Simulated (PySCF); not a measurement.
Species: ethyldimethoxyborane, C4H11BO2.
InChI=1S/C4H11BO2/c1-4-5(6-2)7-3/h4H2,1-3H3

Torsions of this conformer, `[CH3:1][CH2:2][B:3]([O:4][CH3:5])[O:6][CH3:7]`: C1–C2–B3–O4 180°, C2–B3–O4–C5 0°, C2–B3–O6–C7 180°.

The closed-shell ground state was solved at several levels (PySCF, density fitting, gas phase, non-relativistic). Isolated species at its GFN2-xTB geometry (one conformer only).

| level | basis functions | total energy (Eh) | HOMO (eV) | LUMO (eV) | gap (eV) | dipole (D) |
| --- | --- | --- | --- | --- | --- | --- |
| B3LYP/pcJ-1 | 299 | -334.4667 | -7.81 | 1.16 | 8.97 | 1.52 |
| CAM-B3LYP/def2-SVPD | 234 | -334.0527 | -9.60 | 0.94 | 10.54 | 1.39 |
| PBE0/def2-SVPD | 234 | -333.8199 | -8.16 | 0.39 | 8.55 | 1.33 |

Q: Estimate the row for PBE0/pcSseg-1, a basis of 174 functions; the other rows only guide the guess.

A: Total energy -334.0065 Eh, HOMO -8.06 eV, LUMO 1.47 eV, gap 9.53 eV, dipole 1.51 D.

Q: Over all these levels, which gives the widest orbital gap and which the narrowest?

A: CAM-B3LYP/def2-SVPD (range-separated hybrid) has the widest, 10.54 eV, and PBE0/def2-SVPD (global hybrid, 25 % exact exchange) the narrowest, 8.55 eV. The two share the basis. From the narrowest to the widest the HOMO moves by -1.44 eV and the LUMO by +0.55 eV.

Q: How far do the dipole and the HOMO energy spread over the levels?

A: The dipole runs from 1.33 to 1.52 D (mean 1.44 D) and the HOMO from -9.60 to -7.81 eV.
